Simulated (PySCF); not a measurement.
AlBrF2.

```xyz
4

Al     0.0000     0.0000    -0.9493
F      0.0000    -1.4181    -1.7932
F      0.0000     1.4181    -1.7932
Br     0.0000     0.0000     1.2748
```
Charge 0, spin multiplicity 1.

Geometry: B3LYP-D3(BJ)/def2-SVP.

These are PySCF with PBE0/pcSseg-2 values and carry that method's errors. Non-relativistic, no solvent.

Computed absolute GIAO shielding of each atom: isotropic value and principal components (ppm):
```tsv
atom	σ(iso)	σ11	σ22	σ33	span
Al1	467.5	389.6	469.4	543.5	153.9
F2	349.0	291.8	311.1	444.2	152.4
F3	349.0	291.8	311.1	444.2	152.4
Br4	2842.2	2720.7	2748.5	3057.3	336.6
```
